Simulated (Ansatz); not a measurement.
Reaction (SMILES): [BH]F (BH-F) → B atom + F atom + H atom
B3LYP-D3(BJ)/def2-TZVP geometries, fixed; electronic energies without zero-point terms.

Basis-set convergence of the atomisation energy at CCSD(T) with Ansatz (a quantum-chemistry and plane-wave program). Cartesian d functions, on some or all atoms, in 6-31G*, 6-31+G*; all else is spherical. Cores are frozen. Open shells are unrestricted. No added dispersion term, no relativity. Functions are those of the species that has most. Reference: Hartree-Fock in aug-cc-pVQZ plus the correlation part extrapolated as X^-3 from aug-cc-pVTZ and aug-cc-pVQZ, 233.00 kcal/mol, itself unsure by roughly 0.79 kcal/mol (a third of the extrapolation step and of the last Hartree-Fock step).

| basis | functions | atomisation energy (kcal/mol) |
|---|---|---|
| STO-3G | 11 | ? |
| 3-21G | 20 | ? |
| 6-31G* | 32 | ? |
| 6-31+G* | 40 | 215.16 |
| 6-311G** | 42 | 217.53 |
| def2-TZVP | 68 | 225.99 |
| aug-cc-pVTZ | 115 | 228.12 |
| aug-pcseg-2 | 115 | ? |
| cc-pVQZ | 140 | 230.75 |

**Question.** Complete the blanks.

**Answer.** 
- STO-3G, atomisation energy (kcal/mol): 234.91
- 3-21G, atomisation energy (kcal/mol): 201.53
- 6-31G*, atomisation energy (kcal/mol): 217.68
- aug-pcseg-2, atomisation energy (kcal/mol): 229.95
